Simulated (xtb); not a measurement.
silanone (H₂OSi), SMILES O=[SiH2]. All values are semi-empirical tight-binding results from xtb (GFN2-xTB unless named), good for trends rather than for accurate numbers. The structure is a stationary point at GFN2-xTB.

- point group as xtb finds it: C2v
- orbital gap: 4.76 eV
- dipole moment: 3.77 D
- zero-point energy: 11.7 kcal/mol
- G − E(el) at 298.15 K (modified RRHO): -2.5 kcal/mol
- static polarisability (D4 model): 41.7 bohr³
- solvation energy, GFN2-xTB/ALPB(water): 1.8 kcal/mol
- solvation energy, GFN2-xTB/ALPB(toluene): -0.9 kcal/mol
